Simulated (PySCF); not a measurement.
BHI2. Atoms are numbered in the order given.

```xyz
4

B      0.0000     0.0000    -0.9471
H      0.0000     0.0000    -2.1435
I      0.0000     1.8647     0.0649
I      0.0000    -1.8647     0.0649
```
Charge 0, spin multiplicity 1.

The structure is a stationary point at B3LYP-D3(BJ)/def2-SVP. The def2 effective core potentials stand for the cores of I; spin–orbit coupling is left out.

Computed with PBE/def2-TZVPD (PySCF).

Mulliken values depend strongly on the basis, most of all with diffuse functions as here. ESP charges are fitted to the potential on shells at 1.4 to 2.0 van der Waals radii. Atomic charges (e):

| atom | ESP fit | Mulliken |
|---|---|---|
| B1 | ___ | 0.01 |
| H2 | ___ | 0.04 |
| I3 | ___ | -0.02 |
| I4 | ___ | -0.02 |

Q: What belongs in the gaps? (An estimate is asked for; the answer gives what the named calculation found.)

A: 
- B1, ESP fit: -0.08
- H2, ESP fit: 0.05
- I3, ESP fit: 0.02
- I4, ESP fit: 0.02
